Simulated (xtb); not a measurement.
C$_{4}$H$_{12}$O$_{3}$Si (SMILES CO[Si](C)(OC)OC), singlet, geometry from GFN2-xTB; GFN0-xTB in xtb 6.7.1.

Input for xtb:
```
$ xtb mol.xyz --gfn 0 --json

# file mol.xyz
20

C     -2.35120043    -1.27674156    -0.34643132
O     -1.49905331    -0.17147283    -0.46403798
Si     0.00031971     0.00348305     0.13674299
C      0.00478463     0.05212581     2.04643346
O      0.60965432     1.36457226    -0.50809365
C      0.07656315     2.65852392    -0.45234479
O      0.88609113    -1.22913671    -0.44267421
C      2.27194248    -1.41114068    -0.35381704
H     -1.83637703    -2.19297873    -0.63796567
H     -2.70483729    -1.38018781     0.68219784
H     -3.20270831    -1.10950683    -1.00685516
H     -0.72291189     0.76219536     2.43016166
H      0.97631051     0.34314263     2.43686273
H     -0.23624012    -0.91840604     2.47183131
H     -0.96874424     2.65837143    -0.76356558
H      0.65935611     3.28562621    -1.12783560
H      0.14473364     3.05763078     0.56249737
H      2.80022780    -0.51870423    -0.69145256
H      2.53604404    -2.25573748    -0.99107630
H      2.56459478    -1.62851473     0.67620299
```

Q: Predict the main parts of the log of this xtb run.

A: 
```
   ID    Z sym.   atoms
    1    6 C      1, 4, 6, 8
    2    8 O      2, 5, 7
    3   14 Si     3
    4    1 H      9-20

           -------------------------------------------------
          |                Calculation Setup                |
           -------------------------------------------------

           -------------------------------------------------
          |                 G F N 0 - x T B                 |
           -------------------------------------------------

          ...................................................
          :                      SETUP                      :
          :.................................................:
          :  # basis functions                  62          :
          :  # atomic orbitals                  61          :
          :  # shells                           41          :
          :  # electrons                        50          :
          :  electronic temp.          300.0000000     K    :
          :  accuracy                    1.0000000          :
          :  -> integral cutoff          0.2500000E+02      :
          :  -> integral neglect         0.1000000E-07      :
          ...................................................

         :::::::::::::::::::::::::::::::::::::::::::::::::::::
         ::                     SUMMARY                     ::
         :::::::::::::::::::::::::::::::::::::::::::::::::::::
         :: total energy             -26.707382464931 Eh    ::
         :: gradient norm              0.033010089712 Eh/a0 ::
         :: HOMO-LUMO gap              6.542995957327 eV    ::
         ::.................................................::
         :: H0 energy                -26.817268601172 Eh    ::
         :: repulsion energy           0.304496448855 Eh    ::
         :: electrostat energy        -0.150836669689 Eh    ::
         :: -> Gsolv                   0.000000000000 Eh    ::
         ::    -> Gsasa                0.000000000000 Eh    ::
         ::    -> Gshift               0.000000000000 Eh    ::
         :: dispersion energy         -0.006668904706 Eh    ::
         :: short-range corr.         -0.037104738218 Eh    ::
         :: add. restraining           0.000000000000 Eh    ::
         :: total charge               0.000000000000 e     ::
         :::::::::::::::::::::::::::::::::::::::::::::::::::::

           -------------------------------------------------
          |                Property Printout                |
           -------------------------------------------------

    * Orbital Energies and Occupations

         #    Occupation            Energy/Eh            Energy/eV
      -------------------------------------------------------------
         1        2.0000           -0.6953963             -18.9227
       ...           ...                  ...                  ...
        13        2.0000           -0.5410969             -14.7240
        14        2.0000           -0.5283859             -14.3781
        15        2.0000           -0.5257215             -14.3056
        16        2.0000           -0.5257215             -14.3056
        17        2.0000           -0.5131763             -13.9642
        18        2.0000           -0.5131763             -13.9642
        19        2.0000           -0.4693233             -12.7709
        20        2.0000           -0.4351963             -11.8423
        21        2.0000           -0.4350601             -11.8386
        22        2.0000           -0.4350601             -11.8386
        23        2.0000           -0.4181081             -11.3773
        24        2.0000           -0.4181081             -11.3773
        25        2.0000           -0.4165654             -11.3353 (HOMO)
        26                         -0.1761147              -4.7923 (LUMO)
        27                         -0.1761147              -4.7923
        28                         -0.1633710              -4.4456
        29                         -0.1534034              -4.1743
        30                         -0.1436464              -3.9088
        31                         -0.1436464              -3.9088
        32                         -0.1329581              -3.6180
        33                         -0.1036329              -2.8200
        34                         -0.1036329              -2.8200
        35                         -0.0977763              -2.6606
        36                         -0.0893854              -2.4323
       ...                                ...                  ...
        61                          0.5474485              14.8968
      -------------------------------------------------------------
                  HL-Gap            0.2404507 Eh            6.5430 eV
             Fermi-level            0.0000000 Eh            0.0000 eV

     #   Z          covCN         q      C6AA      α(0)
     1   6 C        3.685    -0.019    23.591     7.033
     2   8 O        1.621    -0.480    22.317     6.389
     3  14 Si       3.366     0.863   135.650    22.337
     4   6 C        3.648    -0.666    42.385     9.456
     5   8 O        1.621    -0.480    22.317     6.389
     6   6 C        3.685    -0.019    23.591     7.033
     7   8 O        1.621    -0.480    22.317     6.389
     8   6 C        3.685    -0.019    23.591     7.033
     9   1 H        0.924     0.090     1.877     2.142
    10   1 H        0.924     0.066     2.134     2.284
    11   1 H        0.924     0.090     1.880     2.144
    12   1 H        0.925     0.188     1.164     1.687
    13   1 H        0.925     0.188     1.164     1.687
    14   1 H        0.925     0.188     1.164     1.687
    15   1 H        0.924     0.090     1.877     2.142
    16   1 H        0.924     0.090     1.880     2.144
    17   1 H        0.924     0.066     2.134     2.284
    18   1 H        0.924     0.090     1.877     2.142
    19   1 H        0.924     0.090     1.880     2.144
    20   1 H        0.924     0.066     2.134     2.284

 Mol. C6AA /au·bohr⁶  :       3879.415843
 Mol. C8AA /au·bohr⁸  :     107326.939598
 Mol. α(0) /au        :         96.834359

Wiberg/Mayer (AO) data.
largest (>0.10) Wiberg bond orders for each atom

 ---------------------------------------------------------------------------
     #   Z sym  total        # sym  WBO       # sym  WBO       # sym  WBO
 ---------------------------------------------------------------------------
     1   6 C    3.946 --     2 O    0.983    11 H    0.980    10 H    0.980
                             9 H    0.980
     2   8 O    2.171 --     3 Si   1.061     1 C    0.983
     3  14 Si   4.244 --     7 O    1.061     2 O    1.061     5 O    1.061
                             4 C    0.925
     4   6 C    3.892 --    12 H    0.965    14 H    0.965    13 H    0.965
                             3 Si   0.925
     5   8 O    2.171 --     3 Si   1.061     6 C    0.983
     6   6 C    3.946 --     5 O    0.983    16 H    0.980    17 H    0.980
                            15 H    0.980
     7   8 O    2.171 --     3 Si   1.061     8 C    0.983
     8   6 C    3.946 --     7 O    0.983    19 H    0.980    20 H    0.980
                            18 H    0.980
     9   1 H    0.994 --     1 C    0.980
    10   1 H    0.994 --     1 C    0.980
    11   1 H    1.005 --     1 C    0.980
    12   1 H    0.986 --     4 C    0.965
    13   1 H    0.986 --     4 C    0.965
    14   1 H    0.986 --     4 C    0.965
    15   1 H    0.994 --     6 C    0.980
    16   1 H    1.005 --     6 C    0.980
    17   1 H    0.994 --     6 C    0.980
    18   1 H    0.994 --     8 C    0.980
    19   1 H    1.005 --     8 C    0.980
    20   1 H    0.994 --     8 C    0.980
 ---------------------------------------------------------------------------

Topologies differ in total number of bonds
Writing topology from bond orders to xtbtopo.mol

 dipole moment from electron density (au)
     X       Y       Z
   0.0013   0.0141   0.5553  total (Debye):    1.412

           -------------------------------------------------
          | TOTAL ENERGY              -26.707382464931 Eh   |
          | GRADIENT NORM               0.033010089712 Eh/α |
          | HOMO-LUMO GAP               6.542995957327 eV   |
           -------------------------------------------------

normal termination of xtb
```
